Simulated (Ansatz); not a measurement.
Gas-phase electronic energies from Ansatz, PBE0-D4/def2-TZVP geometries. CCSD(T)/CBS adds triple-zeta CCSD(T) − MP2 to the extrapolated MP2 energy (def2 sets, frozen cores). Functionals use def2-TZVPP. B3LYP here is the variant with VWN-RPA as its local correlation; programs differ in this. For Br outer-core shells are correlated without core-valence functions, which leaves a few kJ/mol of doubt a bond. Scalar relativity is left out up to krypton. Each species was taken in one conformer, which may not be the lowest.

`CCCCCCCC` + HBr → `CCCBr` + `CCCCC`  (substitution at a C–C bond)

```
             level  ΔE (kcal/mol)
          B3LYP-D4            0.4
           ωB97X-V            1.6
            B2PLYP           -0.1
     HF/def2-TZVPP           -0.2
SCS-MP2/def2-TZVPP            0.9
   CCSD/def2-TZVPP            1.9
     MP2/CBS(def2)            1.0
    CCSD/CBS(def2)            1.5
```

Task: What does CCSD(T)/CBS give? (Estimate.)

Result: The calculation gave: +1.5 kcal/mol. The listed levels differ from it by -1.1, 0.1, -1.6, -1.7, -0.6, 0.4, -0.5, 0.0 kcal/mol.

Largest T1 diagnostic among the species: 0.008.

In def2-TZVPP, CCSD(T) changes the Hartree–Fock value by +2.0 kcal/mol (the triples alone add −0.1 kcal/mol) and MP2 by +1.5 kcal/mol. From PBE to PBE0 (25 % exact exchange), in def2-TZVPP and without D4, ΔE moves by +0.9 kcal/mol.
